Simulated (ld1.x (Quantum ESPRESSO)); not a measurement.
# What one change does to a pseudopotential (iron, RRKJ)

| Item | Value |
| --- | --- |
| Element | iron (Fe) |
| Generator | ld1.x (Quantum ESPRESSO) 7.5 |
| Type | norm-conserving RRKJ (Kleinman–Bylander form) |
| Functional | PBEsol |
| Relativity | fully relativistic |
| Frozen core | [Ne] |
| Valence charge | 16 |
| Reference configuration | 3s2 3p6 3d5 4s0 4p0 (charge +3) |
| Partial waves | 3s (bound): rc 1.10 bohr; 3p (bound): rc 1.40 bohr; 3d (bound): rc 1.15 bohr |
| Local potential | the d channel |
| Core correction | none |
| rho0 | 0.02 |

Open shells are filled in proportion to 2j + 1 (rel_dist='average').

Change: reference 3s2 3p6 3d6 4s0 4p0.

Cutoffs: the cutoffs (Ry, on a coarse ladder) from which the occupation-weighted sum of valence levels, in a spherical-Bessel basis at the reference potential, stays within 10 and 1 mRy of its value at 400 Ry; they do not see the model core or the augmentation charge, which bear on the density cutoff. Errors are all-electron minus pseudo energies relative to the spin-unpolarised reference configuration.

Problem. What does the change do?

Solution. The potential gets neither clearly harder nor softer (160 Ry and 230 Ry → 160 Ry and 230 Ry); the range in which the s phases agree widens (upper end -0.2 → 1.0); the range in which the p1/2 phases agree widens (upper end -0.0 → 1.3); neither file shows a bound ghost. In the base the local d channel has no projectors, so it cannot carry the spin–orbit splitting, and the file is wrong for that shell.

| quantity | base | changed |
| --- | --- | --- |
| cutoff, loose | 160 Ry | 160 Ry |
| cutoff, tight | 230 Ry | 230 Ry |
| bound ghosts | none | none |
| largest miss of a reference level, eV | 0.11 | 0.10 |
| largest error over its own tests, meV | -80 | -70 |
| s: phases at 1.55 bohr within 0.05 rad from the reference energy up to (Ry; the scan ends near 5) | -0.2 | 1.0 |
| p1/2: phases at 1.55 bohr within 0.05 rad from the reference energy up to (Ry; the scan ends near 5) | -0.0 | 1.3 |
| p3/2: phases at 1.55 bohr within 0.05 rad from the reference energy up to (Ry; the scan ends near 5) | 0.1 | 1.4 |
| d3/2: phases at 1.55 bohr within 0.05 rad from the reference energy up to (Ry; the scan ends near 5) | 1.6 | 2.9 |
| d5/2: phases at 1.55 bohr within 0.05 rad from the reference energy up to (Ry; the scan ends near 5) | 1.7 | 3.0 |
